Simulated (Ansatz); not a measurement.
CH₄F₂NNb (`[CH3][Nb](=[NH])([F])[F]`). The species carries charge 0 and has multiplicity 1. Correlated methods include outer-core shells of Nb, which these sets cover unevenly. Nb: def2 effective core potential.

```xyz
9

C     0.6369   -1.1862    0.0424
Nb   -0.5414    0.5599    0.4173
N    -0.2778    1.5024   -1.0159
F    -2.3392    0.0486    0.5271
F     0.1696    1.4447    1.9064
H     0.2994   -1.6930   -0.8660
H     0.5477   -1.8745    0.8913
H     1.6889   -0.9195   -0.0926
H    -0.1841    2.1176   -1.8098
```

Task: Give the diagnostics of a CCSD(T)/def2-TZVPP run (frozen core, Ansatz 0.2.0). (Best estimate.)

Result: Ansatz gave: T1 = 0.0203, largest single amplitude 0.039, largest double 0.052, (T) share of the correlation energy 4.5 %, 12 CCSD cycles. The RHF solution is stable towards an unrestricted one. T1 lies over the customary mark of 0.02 for closed shells; compounds of d metals often pass it without a breakdown.
